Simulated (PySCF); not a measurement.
```xyz
5
charge 0 multiplicity 1, angstrom
Nb    0.0000    0.1861    0.1317
O     0.0000   -1.1760   -0.8320
H     1.4965    0.0032    1.0606
H    -1.4965    0.0032    1.0606
H     0.0000    1.5003   -1.0554
```

All numbers come from PBE0/[Nb def2-TZVP with ECP28, O def2-TZVP, H def2-TZVP], scalar-relativistic core potentials, density fitting, no spin–orbit coupling, PySCF.

This geometry of H3NbO is a stationary point at this level.

Problem. What is the point group?

Solution. C3v.

Problem. Is it a minimum?

Solution. Yes: all harmonic wavenumbers are real.

Problem. Which band is strongest in the infrared?

Solution. 1822 cm⁻¹ (e), 721 km/mol.

Problem. What are the dipole moment and the gap between the highest occupied and lowest empty levels?

Solution. 2.48 D and 6.35 eV.

Problem. Give the atomic charges and bond orders.

Solution. 
```tsv
atom	Mulliken	Löwdin	polar tensor	Mayer order to Nb1
Nb1	0.86	0.46	1.62	–
O2	-0.49	-0.21	-0.65	2.26
H3,4,5	-0.12	-0.08	-0.32	0.96
```

Stability towards spin polarisation was not tested. Only a few start shapes were tried, so a lower isomer may exist.
